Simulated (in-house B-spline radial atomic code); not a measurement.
A run on an ion of nuclear charge 65 with 65.3 electrons that did not converge. Method: scalar-relativistic (X2C) LDA exchange-only, spin-polarised, spherical fractional occupations, Fermi nucleus of rms radius 5.06 fm; computed with a B-spline radial code for spherical atoms.

Command:
```bash
python run_scf.py task.json out
```
Settings (nuclear radius in fm, mass in u):
```
Z                65
configuration    [Xe] 4f9.3 6s2
hamiltonian      x2c
method           lda,
spin_polarised   True
nucleus          fermi
rms_radius       5.06
atomic_mass      158.92535
speed_of_light   137.035999084
```

First and last ten iterations of the last attempt (damped for 15 steps, keeping 80 % of the old Fock matrix, then DIIS):
```
 iter        energy (Eh)    residual
    1      -11649.477172    7.07e-01
    2      -11649.831879    1.32e+00
    3      -11671.776053    8.19e-01
    4      -11683.467849    4.94e-01
    5      -11689.197970    3.06e-01
    6      -11691.759502    1.98e-01
    7      -11692.810057    1.19e-01
    8      -11693.223824    7.36e-02
    9      -11693.397155    5.25e-02
   10      -11693.480987    3.89e-02
  111      -11691.501352    1.36e-01
  112      -11691.492750    1.35e-01
  113      -11691.464407    1.36e-01
  114      -11691.480804    1.36e-01
  115      -11691.434866    1.38e-01
  116      -11691.460804    1.37e-01
  117      -11691.459073    1.37e-01
  118      -11691.468370    1.36e-01
  119      -11691.477685    1.36e-01
  120      -11693.548662    2.15e-02
 not converged after 120 iterations
```

The smallest residual met was 1.5e-02; the threshold is about 6e-07. No energy from this run should be used. The likely cause: this method binds the added charge weakly or not at all at the basis-set limit, so charge moves back and forth between the atom and the box. Run time, properties included: 2.6 s on 1 thread of Arm Neoverse V2, with other jobs on the host.
